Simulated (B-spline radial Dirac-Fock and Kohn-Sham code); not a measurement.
## Scattering functions of Pr⁺

System: Pr⁺, [Xe] 4f3 6s1, inside a Watson sphere of charge -1 and radius 2 Å (a model of the Madelung potential; inside it an electron's potential energy is raised by 7.2 eV).

These are calculated numbers from a radial finite-basis atomic code; the model is Dirac-Fock densities. f₀ is the Fourier transform of the spherical electron density, S the Waller-Hartree incoherent function, and s = sin θ/λ. The electron scattering factor follows from the Mott-Bethe formula f_e = 0.023934 Å⁻¹·(Z − f₀)/s².

| s (Å⁻¹) | f₀ | S | f_e (Å) |
| --- | --- | --- | --- |
| 0 | 58.000 | 0.000 | – |
| 0.05 | 56.780 | 1.516 | 21.251 |
| 0.1 | 54.154 | 3.914 | 11.598 |
| 0.15 | 51.028 | 6.507 | 8.480 |
| 0.2 | 47.658 | 9.058 | 6.786 |
| 0.25 | 44.322 | 11.445 | 5.621 |
| 0.3 | 41.232 | 13.676 | 4.725 |
| 0.35 | 38.471 | 15.721 | 4.011 |
| 0.4 | 36.025 | 17.548 | 3.437 |
| 0.45 | 33.839 | 19.170 | 2.974 |
| 0.5 | 31.859 | 20.635 | 2.598 |
| 0.6 | 28.359 | 23.281 | 2.037 |
| 0.7 | 25.371 | 25.716 | 1.643 |
| 0.8 | 22.866 | 27.995 | 1.351 |
| 0.9 | 20.822 | 30.123 | 1.128 |
| 1 | 19.180 | 32.092 | 0.953 |
| 1.1 | 17.852 | 33.884 | 0.814 |
| 1.2 | 16.745 | 35.487 | 0.702 |
| 1.4 | 14.888 | 38.152 | 0.539 |
| 1.6 | 13.219 | 40.247 | 0.428 |
| 1.8 | 11.632 | 41.967 | 0.350 |
| 2 | 10.165 | 43.441 | 0.292 |
| 2.5 | 7.364 | 46.416 | 0.198 |
| 3 | 5.815 | 48.661 | 0.141 |
| 3.5 | 4.993 | 50.392 | 0.106 |
| 4 | 4.432 | 51.753 | 0.082 |
| 5 | 3.446 | 53.694 | 0.053 |
| 6 | 2.596 | 54.913 | 0.037 |

f₀ starts at the number of electrons, 58, and has fallen to half at s ≈ 0.58 Å⁻¹. The sum of ⟨r²⟩ over the electrons is 74.60 bohr². For an ion f_e diverges as s goes to zero, because of the net charge.
